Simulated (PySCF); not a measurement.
## Electron correlation in In+ (indium, charge +1)

[Kr] 4d10 5s2, closed-shell 1S. All numbers are calculated (PySCF 2.14, a scalar-relativistic core potential, in def2-QZVPPD with the def2 core potential (28 electrons) (8s6p5d4f1g, 88 functions)). Frozen: 4s2 4p6 4d10; 2 electrons correlated.

With two correlated electrons CCSD is exact within the correlated space (frozen core and kept virtual orbitals).

```json
{"level": "CCSD", "correlation energy (mhartree)": "-33.25"}
```

Diagnostics: T1 = 0.0066, D1 = 0.0094, largest double amplitude 0.095.

Problem. Is a single reference adequate?

Solution. Mostly. T1 lies below 0.03, but a double amplitude of this size points to a near-degeneracy that CCSD handles and MP2 describes poorly.
